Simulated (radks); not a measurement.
The numbers below are computed, except where a source is named.
The bromine ion Br3+, 32 electrons, occupied as [Ar] 3d10 4s2 4p2.

Code: a radial shooting solver on a logarithmic mesh with Libxc functionals. Model: Dirac Kohn-Sham, PBE, spin-unpolarised, spherical densities, point nucleus; open shells are shared between the two j in proportion to 2j + 1.

Energy parts (hartree):
| part | energy |
|---|---|
| total | -2604.04372 |
| kinetic | 2670.40676 |
| electron-nucleus | -6245.18163 |
| Hartree | 1061.80686 |
| exchange-correlation | -91.07571 |

Orbitals (lengths in bohr, moments of r in powers of bohr; r(90%) holds 90 % of the orbital's charge):
| orbital | occ. | eigenvalue (hartree) | <r^2> | <1/r> | r(90%) |
|---|---|---|---|---|---|
| 1s1/2 | 2 | -490.7083 | 0.002461 | 35.66 | 0.0764 |
| 2s1/2 | 2 | -65.08672 | 0.04230 | 7.956 | 0.293 |
| 2p1/2 | 2 | -58.75459 | 0.03251 | 7.923 | 0.266 |
| 2p3/2 | 4 | -57.00849 | 0.03396 | 7.663 | 0.272 |
| 3s1/2 | 2 | -10.15835 | 0.3493 | 2.607 | 0.820 |
| 3p1/2 | 2 | -7.95572 | 0.3628 | 2.490 | 0.850 |
| 3p3/2 | 4 | -7.70415 | 0.3763 | 2.427 | 0.865 |
| 3d3/2 | 4 | -3.88371 | 0.4233 | 2.169 | 0.963 |
| 3d5/2 | 6 | -3.84360 | 0.4290 | 2.152 | 0.969 |
| 4s1/2 | 2 | -1.99159 | 2.708 | 0.8608 | 2.26 |
| 4p1/2 | 0.666667 | -1.48381 | 3.481 | 0.7523 | 2.58 |
| 4p3/2 | 1.33333 | -1.45693 | 3.585 | 0.7393 | 2.62 |

The highest occupied level is 4p3/2 at -39.645 eV. Summed over all electrons, <r^2> = 20.00 bohr^2, which gives a Langevin (diamagnetic) susceptibility term of -15.8 x 10^-6 cm^3/mol. For comparison, the ionisation energy in NIST's Atomic Spectra Database is 47.78 eV (measured). In exact Kohn-Sham theory the highest level is minus the ionisation energy, but local and semilocal functionals leave it too shallow, through self-interaction and a potential that decays too fast; potentials with the right tail come closer. The density falls to 0.001 e/bohr^3 at r = 3.29 bohr.

Beside tabulated values, note that spin-unpolarised runs miss the spin-polarisation part of the exchange energy of open shells.
